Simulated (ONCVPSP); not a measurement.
# Hf ONCV: all-electron and pseudo phase curves

```json
{
  "Element": "hafnium",
  "Generator": "ONCVPSP 4.0.1",
  "Type": "optimised norm-conserving Vanderbilt (ONCV)",
  "Functional": "PBE",
  "Relativity": "scalar-relativistic",
  "Frozen core": "[Kr] 4d10 4f14",
  "Valence charge": "12",
  "Reference configuration": "5s2 5p6 5d2 6s1.75 (charge +0.25)",
  "Partial waves": "5s+6s: rc 2.10 bohr, ncon 4, nbas 7, qcut 5.1 1/bohr, 2 projectors; 5p: rc 1.80 bohr, ncon 5, nbas 8, qcut 7.6 1/bohr, 2 projectors, debl 2.4 Ha; 5d: rc 2.15 bohr, ncon 4, nbas 9, qcut 4.1 1/bohr, 1 projector",
  "Local potential": "polynomial inside 1.80 bohr (lpopt 5, dvloc0 3 Ha)",
  "Core correction": "Teter function, fcfact 1.75, rcfact 1.5"
}
```

The phase is arctan(r·R′/R) of the radial function R(r), unwrapped; energies in Ha, scanned from -4 to 5 Ha. A pole is an energy at which the radial function vanishes at the test radius. The pseudo phase is shifted by a multiple of π to meet the all-electron one at the reference energy, and phase errors are pseudo minus all-electron; the curves can meet again beyond the range given. Levels narrower than the energy grid can be missing from the lists of poles.

```csv
channel,radius (bohr),reference energy (Ha),"poles, all-electron","poles, pseudo",unbroken range about the reference energy with phases within 0.05 rad,phase error 1 Ha above the reference energy (rad)
s,2.13,-0.24,"-2.40, 3.16","-2.40, 3.02",below 4.3,-0.002
p,1.82,-1.37,-0.61,-0.61,below 4.4,-0.000
d,2.18,-0.15,0.71,0.73,below 1.8,+0.008
```

Phases in the p channel:

| E (Ha) | all-electron | pseudo |
| --- | --- | --- |
| -3.98 | 1.247 | 1.246 |
| -3.50 | 1.189 | 1.188 |
| -3.02 | 1.087 | 1.087 |
| -2.54 | 0.861 | 0.860 |
| -2.06 | 0.116 | 0.115 |
| -1.58 | -1.031 | -1.031 |
| -1.10 | -1.415 | -1.415 |
| -0.62 | -1.569 | -1.570 |
| -0.14 | -1.666 | -1.667 |
| 0.34 | -1.750 | -1.750 |
| 0.82 | -1.843 | -1.843 |
| 1.30 | -1.976 | -1.977 |
| 1.78 | -2.222 | -2.224 |
| 2.26 | -2.783 | -2.803 |
| 2.74 | -3.659 | -3.705 |
| 3.22 | -4.148 | -4.189 |
| 3.70 | -4.360 | -4.400 |
| 4.18 | -4.471 | -4.516 |
| 4.66 | -4.540 | -4.598 |
